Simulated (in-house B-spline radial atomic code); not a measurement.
Configurations of the xenon ion Xe³⁺, with energies counted from [Kr] 4d10 5s2 (5p1/2)2 (5p3/2)1. Level of theory: Dirac-Hartree-Fock, average of each configuration as written, Fermi nucleus of rms radius 4.7859 fm; calculated with a B-spline radial code for spherical atoms. Energies include first-order Breit, QED and recoil terms.

Occupations are held fixed; configurations that lie above the ionisation limit could autoionise.

| configuration | E - E(ref) (eV) | highest orbital | its <r> (bohr) |
| --- | --- | --- | --- |
| [Kr] 4d10 5s2 (5p3/2)3 | 3.2356 | 5p3/2 | 2.046 |
| [Kr] 4d10 5s2 (5p1/2)1 (5p3/2)1 (5f7/2)1 | 30.808 | 5f7/2 | 5.398 |
| [Kr] 4d10 5s1 (5p3/2)3 (6p1/2)1 | 40.491 | 6p1/2 | 4.326 |
| [Ar] (3d3/2)3 (3d5/2)6 4s2 4p6 4d10 (4f7/2)1 5s2 (5p1/2)1 (5p3/2)2 | 704.46 | 4f7/2 | 1.535 |
| [Ar] (3d3/2)3 (3d5/2)6 4s2 4p6 4d10 5s2 (5p3/2)3 (6d5/2)1 | 715.52 | 6d5/2 | 5.538 |

(1) Order these further configurations by energy, lowest first.
A. [Kr] 4d10 5s2 (5p3/2)2 (9f7/2)1
B. [Kr] 4d10 5s2 (5p3/2)2 8s1
C. [Ar] (3d3/2)4 (3d5/2)5 4s2 4p6 4d10 5s2 (5p1/2)2 (5p3/2)1 (6f5/2)1
D. [Kr] 4d10 5s1 (5p1/2)1 (5p3/2)2 (7g7/2)1
E. [Kr] (4d3/2)3 (4d5/2)6 5s2 (5p1/2)1 (5p3/2)3

Answers

(1) B (35.977 eV), A (40.949 eV), D (52.263 eV), E (61.99 eV), C (704.31 eV).
